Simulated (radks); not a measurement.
Rh4+, 41 electrons, occupied as [Kr] 4d5.

Calculated with a radial shooting solver on a logarithmic mesh with Libxc functionals: Dirac Kohn-Sham, PBE, spin-unpolarised, spherical densities, point nucleus; open shells fill j = l - 1/2 first.

Energy parts (hartree):
part                        energy
total                  -4781.15506
kinetic                 4985.03586
electron-nucleus      -11495.01331
Hartree                 1865.90614
exchange-correlation    -137.08375

Orbitals (lengths in bohr, moments of r in powers of bohr; r(max) is where P^2 peaks):
| orbital | occ. | eigenvalue (hartree) | <r^4> | r(max) |
|---|---|---|---|---|
| 1s1/2 | 2 | -848.1970 | 5.366e-06 | 0.02117 |
| 2s1/2 | 2 | -124.6575 | 0.0009677 | 0.1199 |
| 2p1/2 | 2 | -115.5614 | 0.0006351 | 0.09294 |
| 2p3/2 | 4 | -110.2470 | 0.0007233 | 0.09702 |
| 3s1/2 | 2 | -23.91020 | 0.04688 | 0.3516 |
| 3p1/2 | 2 | -20.35156 | 0.04718 | 0.3382 |
| 3p3/2 | 4 | -19.43660 | 0.05242 | 0.3479 |
| 3d3/2 | 4 | -13.14043 | 0.04979 | 0.2897 |
| 3d5/2 | 6 | -12.95989 | 0.05149 | 0.2925 |
| 4s1/2 | 2 | -4.95612 | 1.656 | 0.8779 |
| 4p1/2 | 2 | -3.85618 | 2.281 | 0.9208 |
| 4p3/2 | 4 | -3.70517 | 2.526 | 0.9443 |
| 4d3/2 | 4 | -2.01408 | 6.655 | 1.085 |
| 4d5/2 | 1 | -1.99435 | 6.870 | 1.094 |

The highest occupied level is 4d5/2 at -54.269 eV. For comparison, the ionisation energy in NIST's Atomic Spectra Database is 63 eV (theoretical). In exact Kohn-Sham theory the highest level is minus the ionisation energy, but local and semilocal functionals leave it too shallow, through self-interaction and a potential that decays too fast; potentials with the right tail come closer. The density falls to 0.001 e/bohr^3 at r = 2.97 bohr. Summed over all electrons, <r^2> = 22.82 bohr^2, which gives a Langevin (diamagnetic) susceptibility term of -18.1 x 10^-6 cm^3/mol.

Beside tabulated values, note that spin-unpolarised runs miss the spin-polarisation part of the exchange energy of open shells.
